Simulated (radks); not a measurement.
Initial-state core-level shifts of the gadolinium ion Gd3+ when its valence configuration changes from [Xe] 4f7. Method: Dirac Kohn-Sham, BLYP, spin-unpolarised, spherical densities, finite nucleus; open shells fill j = l - 1/2 first; Fermi nuclear charge, rms radius 5.1569 fm; computed with a radial shooting solver on a logarithmic mesh with Libxc functionals. Shifts are changes of the shell-averaged eigenvalues in eV (positive: less bound); the change of the density at the nucleus, which sets a Mossbauer isomer shift, is in e/bohr^3, on a base of 6.287e+05.

[
 {"valence": "4f5 6s2", "2s": "-24.904", "3d": "-26.940", "4d": "-24.006", "5p": "-12.245", "density at nucleus": "+223.96"},
 {"valence": "4f4.5 6s2 6p0.5", "2s": "-32.465", "3d": "-35.113", "4d": "-31.095", "5p": "-15.833", "density at nucleus": "+260.82"},
 {"valence": "4f6 6p1", "2s": "-12.572", "3d": "-13.507", "4d": "-12.335", "5p": "-6.866", "density at nucleus": "+43.63"},
 {"valence": "4f6.5 6s0.5", "2s": "-5.620", "3d": "-6.064", "4d": "-5.539", "5p": "-2.962", "density at nucleus": "+47.81"},
 {"valence": "4f6 6s1", "2s": "-11.640", "3d": "-12.573", "4d": "-11.403", "5p": "-6.002", "density at nucleus": "+100.84"},
 {"valence": "4f6 5d1", "2s": "-8.248", "3d": "-9.255", "4d": "-8.133", "5p": "-3.179", "density at nucleus": "+33.92"},
 {"valence": "4f5 5d2", "2s": "-17.566", "3d": "-19.761", "4d": "-17.009", "5p": "-6.371", "density at nucleus": "+73.53"},
 {"valence": "4f6.5 6p0.5", "2s": "-6.092", "3d": "-6.536", "4d": "-6.012", "5p": "-3.404", "density at nucleus": "+20.77"},
 {"valence": "4f6.5 5d0.5", "2s": "-4.001", "3d": "-4.481", "4d": "-3.971", "5p": "-1.584", "density at nucleus": "+16.31"}
]
